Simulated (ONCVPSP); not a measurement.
What one change does to a pseudopotential (tantalum (Ta), ONCV)

tantalum, optimised norm-conserving Vanderbilt (ONCV), made with ONCVPSP 4.0.1 (PBE, scalar-relativistic). Core [Kr] 4d10, reference 4f14 5s2 5p6 5d3 6s1.75 (charge +0.25). Waves: 5s+6s: rc 1.70 bohr, ncon 3, nbas 7, qcut 8.3 1/bohr, 2 projectors; 5p: rc 1.80 bohr, ncon 5, nbas 9, qcut 9.3 1/bohr, 2 projectors, debl 2.1 Ha; 5d: rc 2.25 bohr, ncon 4, nbas 9, qcut 7.7 1/bohr, 2 projectors, debl 1.8 Ha; 4f: rc 0.60 bohr, ncon 4, nbas 8, qcut 30.8 1/bohr, 2 projectors, debl 2.9 Ha. Local part: polynomial inside 0.50 bohr (lpopt 5, dvloc0 6 Ha). Core correction: polynomial model core, fcfact 0.6.

All-electron outer shells of the reference configuration (PBE, scalar-relativistic, ld1.x):

| shell | level (eV) | outermost node (bohr) | outermost maximum (bohr) |
| --- | --- | --- | --- |
| 4d | -223.87 | 0.22 | 0.46 |
| 5s | -74.68 | 0.54 | 0.98 |
| 5p | -41.08 | 0.58 | 1.13 |
| 4f | -26.38 | – | 0.44 |
| 6s | -6.92 | 1.32 | 2.74 |
| 5d | -5.21 | 0.65 | 1.58 |

Change: d: qcut 5.6.

Cutoffs: the cutoffs (Ha) at which the residual kinetic energy of the hardest occupied pseudo-wave falls to 1 and 0.1 mHa per electron; they do not see the model core or the augmentation charge, which bear on the density cutoff. Errors are all-electron minus pseudo energies relative to the spin-unpolarised reference configuration.

Question: Predict the effect on cutoff, ghosts and configuration errors.

Answer: The potential gets neither clearly harder nor softer (369 Ha and 409 Ha → 369 Ha and 409 Ha); the bound ghosts move from d, f, p, s to f, p, s; the errors of the 4 common tests hardly move.

| quantity | base | changed |
| --- | --- | --- |
| cutoff, loose | 369 Ha | 369 Ha |
| cutoff, tight | 409 Ha | 409 Ha |
| loose cutoff by channel | s 22 Ha, p 28 Ha, d 14 Ha, f 369 Ha | s 22 Ha, p 28 Ha, d 12 Ha, f 369 Ha |
| bound ghosts | s, p, d, f | s, p, f |
| GHOST(+) flags under 300 eV | s at 101.0 eV | s at 101.0 eV, d at 190.7 eV |
| error for 4f14 5s2 5p6 5d3 6s2, meV [ΔE -1.54 eV] | +0.6 | +0.6 |
| error for 4f14 5s2 5p6 5d3 6s1, meV [ΔE 6.92 eV] | -2.7 | -2.6 |
| error for 4f14 5s2 5p6 5d3 6s0, meV [ΔE 21.90 eV] | -9.6 | -9.1 |
| error for 4f14 5s2 5p6 5d3 6s0 6p2, meV [ΔE 7.05 eV] | -2.6 | -2.5 |
| s: phases at 1.73 bohr within 0.05 rad from the reference energy up to (Ha; the scan ends near 5) | 3.5 | 3.5 |
| p: phases at 1.83 bohr within 0.05 rad from the reference energy up to (Ha; the scan ends near 5) | to the end of the scan | to the end of the scan |
| d: phases at 2.29 bohr within 0.05 rad from the reference energy up to (Ha; the scan ends near 5) | to the end of the scan | to the end of the scan |
| f: phases at 0.61 bohr within 0.05 rad from the reference energy up to (Ha; the scan ends near 5) | to the end of the scan | to the end of the scan |
| rms error of d²Exc/dni dnj with the model core, mHa | 0.83 | 0.83 |

 A true bound ghost makes a file unfit for plane-wave use even where its test errors are small: the radial tests pick states by their node count and pass the ghost by.
